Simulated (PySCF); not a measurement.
## Which determinant of GePb⁺ lies lowest?

Unrestricted PBE0; Ge def2-SVP, Pb def2-SVP with ECP60; scalar-relativistic core potentials (PySCF 2.14). Outer shells of the fragments: Ge 3d10 4s2 4p2; Pb+ 5d10 6s2 6p1.

Followed along the bond (rough minima from three points):

```
2Ms+1   unpaired  ⟨S²⟩ at the start  R at minimum (Å)  Te (eV)
    4  σ ↑, π ↑↑               3.75              2.69     0.00
    2        π ↑               0.75              2.88     0.37
    2  σ ↑, π ↑↓               1.76              2.69     0.42
    2  σ ↓, π ↑↑               1.76              2.68     0.43
    2        σ ↑               0.78              2.72     0.99
```

Solutions found at the starting distance of 2.655 Å, counted from the lowest of them; the search is not exhaustive and high or unbound solutions are not listed, so other states can lie among these:

```csv
2Ms+1,unpaired,term,E (eV),⟨S²⟩,⟨Lz²⟩,μ (D)
4,"σ ↑, π ↑↑",⁴Σ⁻,0.00,3.75,0.00,-0.79
2,"σ ↑, π ↑↓",mixed,0.43,1.76,2.01,-0.89
2,"σ ↓, π ↑↑",mixed,0.43,1.76,0.00,-0.84
2,π ↑,²Π,0.54,0.75,1.00,-1.11
2,σ ↑,mixed,1.00,0.78,2.00,-1.14
2,π ↑,²Π,1.70,0.89,1.01,-0.86
4,"σ ↑, π ↑↑",mixed,1.96,3.76,2.01,-2.21
4,π ↑↑↑,⁴Π,2.58,3.76,1.00,-1.51
4,"σ ↑↑, π ↑",⁴Π,4.76,3.75,1.00,-2.65
4,"σ ↑↑, π ↑",mixed,5.88,4.22,1.01,-0.80
4,"σ ↑↑, π ↑↑↓",mixed,7.50,4.76,3.01,-1.70
```

A term symbol is given only where ⟨S²⟩ and ⟨Lz²⟩ are close to those of a pure state; real π, δ and φ orbitals otherwise mix terms. A positive dipole points towards Pb; it is taken about the centre of mass and depends on that origin.

Question: Compare the gap between the two lowest followed solutions at the starting distance with the gap between their minima.

Answer: At PBE0 the second solution (doublet, unpaired electrons π ↑) lies +0.54 eV from the first (quartet, unpaired electrons σ ↑, π ↑↑) at 2.655 Å and +0.37 eV at the minima; the two curves relax by different amounts, since their minima lie near 2.88 and 2.69 Å.

Spin–orbit coupling is left out, which matters for elements this heavy, above all for dissociation energies.
